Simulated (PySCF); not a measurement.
CH2N (SMILES C#[NH+]), charge +1, singlet, at a GFN2-xTB geometry, with bond 4-2 at 2.0 times its length; B3LYP/aug-cc-pVDZ (PySCF).

PySCF was given this input:
```python
from pyscf import gto, scf, dft

mol = gto.Mole()
mol.atom = '''
    C    -0.00000000   -0.00000000   -0.60033760
    N     0.00000000    0.00000000    0.53266898
    H    -0.00000000   -0.00000000   -1.67489223
    H     0.00000000    0.00000000    2.56380094
'''
mol.basis = 'aug-cc-pvdz'
mol.charge = 1
mol.verbose = 4
mol.build()

mf = dft.RKS(mol)
mf.xc = 'b3lyp'
mf.conv_tol_grad = 1e-7
mf.kernel()
mf.analyze()
```

It wrote (shortened):

```
PySCF version 2.14.0

[INPUT] verbose = 4
[INPUT] num. atoms = 4
[INPUT] num. electrons = 14
[INPUT] charge = 1
[INPUT] spin (= nelec alpha-beta = 2S) = 0
[INPUT] symmetry False subgroup None
[INPUT] Mole.unit = angstrom
[INPUT] Symbol           X                Y                Z      unit          X                Y                Z       unit  Magmom
[...]
nuclear repulsion = 27.201119635288
number of shells = 26
number of NR pGTOs = 92
number of NR cGTOs = 64
basis = aug-cc-pvdz
ecp = {}

******** <class 'pyscf.dft.rks.RKS'> ********
method = RKS
initial guess = minao
damping factor = 0
level_shift factor = 0
DIIS = <class 'pyscf.scf.diis.CDIIS'>
diis_start_cycle = 1
diis_space = 8
diis_damp = 0
SCF conv_tol = 1e-09
SCF conv_tol_grad = 1e-07
SCF max_cycles = 50
direct_scf = True
direct_scf_tol = 1e-13
XC library pyscf.dft.libxc version 7.1.2
    S. Lehtola, C. Steigemann, M. J. T. Oliveira, and M. A. L. Marques,  SoftwareX 7, 1–5 (2018)
XC functionals = b3lyp
    P. J. Stephens, F. J. Devlin, C. F. Chabalowski, and M. J. Frisch,  J. Phys. Chem. 98, 11623 (1994)
radial grids:
    Treutler-Ahlrichs [JCP 102, 346 (1995); DOI:10.1063/1.469408] (M4) radial grids

becke partition: Becke, JCP 88, 2547 (1988); DOI:10.1063/1.454033
pruning grids: <function nwchem_prune>
grids dens level: 3
symmetrized grids: False
atomic radii adjust function: <function treutler_atomic_radii_adjust>
small_rho_cutoff = 0
Initial guess from minao.
tot grids = 47640
init E= -94.0173953697946
[...]
cycle= 1 E= -93.524277486825  delta_E= 0.493  |g|= 0.248  |ddm|= 2.73
[...]
cycle= 2 E= -93.4397307977612  delta_E= 0.0845  |g|= 0.671  |ddm|= 0.981
[...]
cycle= 3 E= -93.5528672409441  delta_E= -0.113  |g|= 0.0538  |ddm|= 0.479
[...]
cycle= 4 E= -93.5533555092069  delta_E= -0.000488  |g|= 0.033  |ddm|= 0.0751
[...]
cycle= 5 E= -93.5536513943502  delta_E= -0.000296  |g|= 0.00619  |ddm|= 0.0446
[...]
cycle= 6 E= -93.5536636415914  delta_E= -1.22e-05  |g|= 0.000567  |ddm|= 0.00989
[...]
cycle= 7 E= -93.5536637295295  delta_E= -8.79e-08  |g|= 0.000138  |ddm|= 0.000617
[...]
cycle= 8 E= -93.5536637343547  delta_E= -4.83e-09  |g|= 6.67e-06  |ddm|= 0.000109
[...]
cycle= 9 E= -93.5536637343833  delta_E= -2.85e-11  |g|= 1.12e-06  |ddm|= 1.47e-05
[...]
cycle= 10 E= -93.5536637343839  delta_E= -6.11e-13  |g|= 4.45e-08  |ddm|= 1.95e-06
[...]
Extra cycle  E= -93.5536637343836  delta_E= 2.56e-13  |g|= 6.81e-08  |ddm|= 1.39e-07
converged SCF energy = -93.5536637343836
**** SCF Summaries ****
Total Energy =                         -93.553663734383633
Nuclear Repulsion Energy =              27.201119635287963
One-electron Energy =                 -175.774945055983096
Two-electron Energy =                   55.020161686311489
Two-electron Coulomb Energy =           67.573647461696410
DFT Exchange-Correlation Energy =      -12.553485775384921
HOMO-LUMO gap [eV] =                     4.066676962929216
**** MO energy ****
[...]
 ** Mulliken pop on meta-lowdin orthogonal AOs  **
 ** Mulliken pop  **
 ** Mulliken atomic charges  **
charge of    0C =      0.21074
charge of    1N =     -0.09155
charge of    2H =      0.24932
charge of    3H =      0.63149

WARN: System has nonzero charge 1; the dipole moment is origin-dependent.
Location of origin: [0. 0. 0.]

Dipole moment(X, Y, Z, Debye):  0.00000, -0.00000,  4.32307
```
